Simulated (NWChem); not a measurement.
System: C$_{2}$H$_{5}$NOSi; SMILES [SiH2]1N=COC1

The following NWChem deck was run.

```
start job
memory heap 200 mb stack 900 mb global 1100 mb
geometry units angstroms noautosym nocenter noautoz
  C      0.918066     1.053241     0.000000
  N      1.335632    -0.149584     0.000000
  Si    -0.081359    -1.193364     0.000000
  C     -1.297900     0.298834     0.000000
  O     -0.386511     1.442266     0.000000
  H      1.568431     1.929932     0.000000
  H     -0.176262    -2.053484     1.208097
  H     -0.176262    -2.053484    -1.208097
  H     -1.930672     0.389968    -0.887592
  H     -1.930672     0.389968     0.887592
end
basis spherical
  C library 6-311g**
  N library 6-311g**
  Si library 6-311g**
  O library 6-311g**
  H library 6-311g**
end
dft
  xc xpbe96 cpbe96
  iterations 150
end
tddft
  cis
  ecut -63.0
  nroots 6
  notriplet
end
task tddft energy
```

Excerpt of the output:

```
             Northwest Computational Chemistry Package (NWChem) 7.3.0
             --------------------------------------------------------

                             Geometry "geometry" -> ""
                             -------------------------

 Output coordinates in angstroms (scale by  1.889725989 to convert to a.u.)

  No.       Tag          Charge          X              Y              Z
 ---- ---------------- ---------- -------------- -------------- --------------
    1 C                    6.0000     0.91806600     1.05324100     0.00000000
    2 N                    7.0000     1.33563200    -0.14958400     0.00000000
    3 Si                  14.0000    -0.08135900    -1.19336400     0.00000000
    4 C                    6.0000    -1.29790000     0.29883400     0.00000000
    5 O                    8.0000    -0.38651100     1.44226600     0.00000000
    6 H                    1.0000     1.56843100     1.92993200     0.00000000
    7 H                    1.0000    -0.17626200    -2.05348400     1.20809700
    8 H                    1.0000    -0.17626200    -2.05348400    -1.20809700
    9 H                    1.0000    -1.93067200     0.38996800    -0.88759200
   10 H                    1.0000    -1.93067200     0.38996800     0.88759200

 Effective nuclear repulsion energy (a.u.)     225.9110820163

  pbe96 is a nonlocal functional; adding pw91lda local functional.

                                 NWChem DFT Module
                                 -----------------

 Summary of "ao basis" -> "ao basis" (spherical)
 ------------------------------------------------------------------------------
       Tag                 Description            Shells   Functions and Types
 ---------------- ------------------------------  ------  ---------------------
 C                          6-311g**                 8       18   4s3p1d
 N                          6-311g**                 8       18   4s3p1d
 Si                         6-311g**                12       26   6s5p1d
 O                          6-311g**                 8       18   4s3p1d
 H                          6-311g**                 4        6   3s1p

            General Information
            -------------------
          SCF calculation type: DFT
          Wavefunction type:  closed shell.
          No. of atoms     :    10
          No. of electrons :    46
           Alpha electrons :    23
            Beta electrons :    23
          Charge           :     0
          Spin multiplicity:     1
          Use of symmetry is: off; symmetry adaption is: off
          Maximum number of iterations: 150
          AO basis - number of functions:   128
                     number of shells:    64
          Convergence on energy requested:  1.00D-06
          Convergence on density requested:  1.00D-05
          Convergence on gradient requested:  5.00D-04

              XC Information
              --------------
          PerdewBurkeErnzerhof Exchange Functional  1.000
            Perdew 1991 LDA Correlation Functional  1.000 local
           PerdewBurkeErnz. Correlation Functional  1.000 non-local

             Grid Information
             ----------------
          Grid used for XC integration:  medium
          Radial quadrature: Mura-Knowles
          Angular quadrature: Lebedev.
          Tag              B.-S. Rad. Rad. Pts. Rad. Cut. Ang. Pts.
          ---              ---------- --------- --------- ---------
          C                   0.70       49          10.0       434
          N                   0.65       49          10.0       434
          Si                  1.10       88          11.0       590
          O                   0.60       49          10.0       434
          H                   0.35       45          12.0       434
          Grid pruning is: on
          Number of quadrature shells:   509
          Spatial weights used:  Erf1

      Superposition of Atomic Density Guess
      -------------------------------------

 Sum of atomic energies:        -495.75555192

      Non-variational initial energy
      ------------------------------

 Total energy =    -498.290079
 1-e energy   =   -1130.001327
 2-e energy   =     405.800166
 HOMO         =      -0.336678
 LUMO         =       0.025082

   convergence    iter        energy       DeltaE   RMS-Dens  Diis-err
 ---------------- ----- ----------------- --------- --------- ---------
 d= 0,ls=0.0,diis     1   -498.2325465203 -7.24D+02  1.01D-02  1.61D+00
 d= 0,ls=0.0,diis     2   -497.9315531938  3.01D-01  9.43D-03  3.68D+00
 d= 0,ls=0.0,diis     3   -498.2615590322 -3.30D-01  4.74D-03  7.75D-01
 d= 0,ls=0.0,diis     4   -498.3156727400 -5.41D-02  1.94D-03  3.64D-01
 d= 0,ls=0.0,diis     5   -498.3485890306 -3.29D-02  3.65D-04  4.15D-03
  Resetting Diis
 d= 0,ls=0.0,diis     6   -498.3488940820 -3.05D-04  1.55D-04  6.65D-04
 d= 0,ls=0.0,diis     7   -498.3489699337 -7.59D-05  8.62D-05  2.98D-05
 d= 0,ls=0.0,diis     8   -498.3489630560  6.88D-06  5.02D-05  8.71D-05
 d= 0,ls=0.0,diis     9   -498.3489740997 -1.10D-05  8.69D-06  1.63D-06
 d= 0,ls=0.0,diis    10   -498.3489741832 -8.35D-08  3.77D-06  1.01D-06

         Total DFT energy =     -498.348974183153
      One electron energy =    -1133.737887958261
           Coulomb energy =      458.258715357614
    Exchange-Corr. energy =      -48.780883598771
 Nuclear repulsion energy =      225.911082016266

 Numeric. integr. density =       45.999976290141

                       DFT Final Molecular Orbital Analysis
                       ------------------------------------

 Vector   21  Occ=2.000000D+00  E=-2.806308D-01
              MO Center= -6.3D-01,  1.4D-01,  3.5D-09, r^2= 2.8D+00
   Bfn.  Coefficient  Atom+Function         Bfn.  Coefficient  Atom+Function
  ----- ------------  ---------------      ----- ------------  ---------------
    88     -0.236921   5 O  py               92     -0.237613   5 O  py
    70      0.223272   4 C  py               53     -0.185124   3 Si py
    84     -0.166432   5 O  py               74      0.149892   4 C  py
    66      0.142988   4 C  py               52      0.136580   3 Si px
    72     -0.130276   4 C  s                90     -0.124546   5 O  s

 Vector   22  Occ=2.000000D+00  E=-2.371617D-01
              MO Center=  2.3D-01,  3.0D-01, -1.5D-09, r^2= 3.1D+00
   Bfn.  Coefficient  Atom+Function         Bfn.  Coefficient  Atom+Function
  ----- ------------  ---------------      ----- ------------  ---------------
    93      0.313014   5 O  pz               89      0.291266   5 O  pz
    31     -0.267034   2 N  pz               27     -0.256272   2 N  pz
    85      0.203451   5 O  pz               23     -0.173348   2 N  pz
   107      0.140790   7 H  s               113     -0.140790   8 H  s
   106      0.117988   7 H  s               112     -0.117988   8 H  s

 Vector   23  Occ=2.000000D+00  E=-2.323178D-01
              MO Center=  1.1D+00,  2.9D-02, -3.5D-09, r^2= 2.0D+00
   Bfn.  Coefficient  Atom+Function         Bfn.  Coefficient  Atom+Function
  ----- ------------  ---------------      ----- ------------  ---------------
    25      0.339242   2 N  px               29      0.331216   2 N  px
    21      0.233912   2 N  px               28      0.192049   2 N  s
    24      0.183281   2 N  s                90      0.137454   5 O  s
    74     -0.133468   4 C  py               41     -0.120993   3 Si s
    52     -0.114709   3 Si px               91      0.105255   5 O  px

 Vector   24  Occ=0.000000D+00  E=-3.670317D-02
              MO Center=  7.5D-01,  5.5D-01, -4.6D-10, r^2= 2.6D+00
   Bfn.  Coefficient  Atom+Function         Bfn.  Coefficient  Atom+Function
  ----- ------------  ---------------      ----- ------------  ---------------
    13      0.564465   1 C  pz               31     -0.387818   2 N  pz
     9      0.373591   1 C  pz               57     -0.346637   3 Si pz
   107      0.337472   7 H  s               113     -0.337472   8 H  s
    93     -0.248692   5 O  pz                5      0.235478   1 C  pz
   119     -0.220449   9 H  s               125      0.220449  10 H  s

 Vector   25  Occ=0.000000D+00  E=-1.849709D-02
              MO Center= -3.8D-01, -1.2D+00,  4.2D-09, r^2= 4.5D+00
   Bfn.  Coefficient  Atom+Function         Bfn.  Coefficient  Atom+Function
  ----- ------------  ---------------      ----- ------------  ---------------
    55      0.895357   3 Si px               72      0.567261   4 C  s
    42     -0.438940   3 Si s                56      0.364213   3 Si py
    52      0.351263   3 Si px               73      0.329458   4 C  px
   107      0.325699   7 H  s               113      0.325699   8 H  s
    30      0.291533   2 N  py               28     -0.272174   2 N  s

[...]

                                NWChem TDDFT Module
                                -------------------

            General Information
            -------------------
           No. of orbitals :     256
            Alpha orbitals :     128
             Beta orbitals :     128
        Alpha frozen cores :       0
         Beta frozen cores :       0
     Alpha frozen virtuals :       0
      Beta frozen virtuals :       0
         Spin multiplicity :       1
    Number of AO functions :     128
        Use of symmetry is : off
      Symmetry adaption is : off
         Schwarz screening :  0.10D-07

              XC Information
              --------------
   PerdewBurkeErnzerhof Exchange Functional   1.00
     Perdew 1991 LDA Correlation Functional   1.00 local
    PerdewBurkeErnz. Correlation Functional   1.00 non-local

             TDDFT Information
             -----------------
          Calculation type : Tamm-Dancoff TDDFT
         Wavefunction type : Restricted singlets
          No. of electrons :      46
           Alpha electrons :      23
            Beta electrons :      23
              No. of roots :       6
          Max subspacesize :    5200
            Max iterations :     100
               Target root :       1
           Target symmetry : none
             Energy Cutoff :-0.63D+02
      Symmetry restriction : off
                 Algorithm : Optimal
        Davidson threshold :  0.10D-03

    6 smallest eigenvalue differences (eV)
--------------------------------------------------------
  No. Spin  Occ  Vir  Irrep   E(Occ)    E(Vir)   E(Diff)
--------------------------------------------------------
    1    1    1   24 a       -65.399    -0.037  1778.608
    2    1    1   25 a       -65.399    -0.018  1779.104
    3    1    1   26 a       -65.399     0.006  1779.777
    4    1    1   27 a       -65.399     0.045  1780.833
    5    1    1   28 a       -65.399     0.057  1781.153
    6    1    1   29 a       -65.399     0.058  1781.182
--------------------------------------------------------

  Entering Davidson iterations
  Restricted singlet excited states

  Iter   NTrls   NConv    DeltaV     DeltaE      Time
  ----  ------  ------  ---------  ---------  ---------
    1      6       0     0.13E+00   0.10+100        7.7
    2     12       4     0.73E-03   0.88E-03        8.0
    3     14       6     0.46E-04   0.16E-06        6.6
  ----  ------  ------  ---------  ---------  ---------
  Convergence criterion met

  Ground state a        -498.348974183153 a.u.

  ----------------------------------------------------------------------------
  Root   1 singlet a             65.362870299 a.u.             1778.6150 eV
  ----------------------------------------------------------------------------
     Transition Moments    X  0.00000   Y -0.00000   Z -0.00235
     Dipole Oscillator Strength                    0.0002406847
     Electric Quadrupole                           0.0000414578
     Magnetic Dipole                               0.0000664839
     Total Oscillator Strength                     0.0003486263

     Occ.    1  a   ---  Virt.   24  a        0.99996
  ----------------------------------------------------------------------------
  Root   2 singlet a             65.382212631 a.u.             1779.1413 eV
  ----------------------------------------------------------------------------
     Transition Moments    X -0.00536   Y -0.00132   Z -0.00000
     Dipole Oscillator Strength                    0.0013266443
     Electric Quadrupole                           0.0002477505
     Magnetic Dipole                               0.0003374162
     Total Oscillator Strength                     0.0019118110

     Occ.    1  a   ---  Virt.   25  a       -0.99976
  ----------------------------------------------------------------------------
  Root   3 singlet a             65.406608476 a.u.             1779.8051 eV
  ----------------------------------------------------------------------------
     Transition Moments    X  0.00220   Y -0.00387   Z -0.00000
     Dipole Oscillator Strength                    0.0008638114
     Electric Quadrupole                           0.0001861322
     Magnetic Dipole                               0.0000774253
     Total Oscillator Strength                     0.0011273689

     Occ.    1  a   ---  Virt.   26  a       -0.99933
  ----------------------------------------------------------------------------
  Root   4 singlet a             65.449999250 a.u.             1780.9859 eV
  ----------------------------------------------------------------------------
     Transition Moments    X -0.00116   Y -0.00151   Z  0.00000
     Dipole Oscillator Strength                    0.0001578921
     Electric Quadrupole                           0.0000316437
     Magnetic Dipole                               0.0000132428
     Total Oscillator Strength                     0.0002027786

     Occ.    1  a   ---  Virt.   27  a        0.96680
     Occ.    1  a   ---  Virt.   29  a        0.23342
     Occ.    1  a   ---  Virt.   30  a       -0.07867
     Occ.    1  a   ---  Virt.   31  a        0.05669
  ----------------------------------------------------------------------------
  Root   5 singlet a             65.457917473 a.u.             1781.2013 eV
  ----------------------------------------------------------------------------
     Transition Moments    X -0.00000   Y  0.00000   Z  0.00617
     Dipole Oscillator Strength                    0.0016631850
     Electric Quadrupole                           0.0003000650
     Magnetic Dipole                               0.0004762105
     Total Oscillator Strength                     0.0024394606

     Occ.    1  a   ---  Virt.   28  a        0.99953
  ----------------------------------------------------------------------------
  Root   6 singlet a             65.458763565 a.u.             1781.2243 eV
  ----------------------------------------------------------------------------
     Transition Moments    X -0.00256   Y  0.00248   Z -0.00000
     Dipole Oscillator Strength                    0.0005555891
     Electric Quadrupole                           0.0001050598
     Magnetic Dipole                               0.0000849591
     Total Oscillator Strength                     0.0007456080

     Occ.    1  a   ---  Virt.   27  a       -0.22485
     Occ.    1  a   ---  Virt.   29  a        0.97006
     Occ.    1  a   ---  Virt.   30  a        0.08080

              Target root =      1
          Target symmetry = none
      Ground state energy =   -498.348974183153
        Excitation energy =     65.362870299268
     Excited state energy =   -432.986103883884

  stored tddft:energy   -432.98610388388437
```

Level: PBE/6-311G** (spherical d), restricted-window TDA. All runs use the structure optimised with B3LYP/6-31G* (spherical d). The quadrupole and magnetic terms of the printed total strengths depend on the origin.
